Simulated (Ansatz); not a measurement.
Mulliken charges of `N[Si](O)(O)O` from PBE/def2-TZVPP in Ansatz (PBE0-D4/def2-TZVP geometry).

| atom | x (Å) | y (Å) | z (Å) | charge (e) |
| --- | --- | --- | --- | --- |
| N1 | 1.056 | -1.087 | 0.091 | -0.392 |
| Si2 | -0.160 | 0.094 | 0.023 | 0.585 |
| O3 | -0.100 | 1.343 | 1.085 | -0.364 |
| O4 | -1.526 | -0.744 | 0.341 | -0.362 |
| O5 | -0.097 | 0.839 | -1.438 | -0.367 |
| H6 | 0.976 | -1.846 | 0.746 | 0.161 |
| H7 | 2.017 | -0.860 | -0.103 | 0.149 |
| H8 | 0.176 | 2.185 | 0.720 | 0.199 |
| H9 | -2.237 | -0.236 | 0.734 | 0.198 |
| H10 | -0.021 | 0.260 | -2.198 | 0.194 |

By hand: the dipole of these point charges (1 e Å = 4.8032 D).

Σ q r = (0.163, -0.033, -0.046) e Å, of length 0.173 e Å = 0.83 D.

How does the dipole of the full density compare? (Estimate.)

Computed: (0.192, 0.034, -0.093) e Å, 1.04 D; the point charges give 0.80 times that, at 22° from its direction.

Point charges leave out the atoms' own dipoles, such as those of lone pairs, and Mulliken's split depends on the basis, so the two needn't agree.
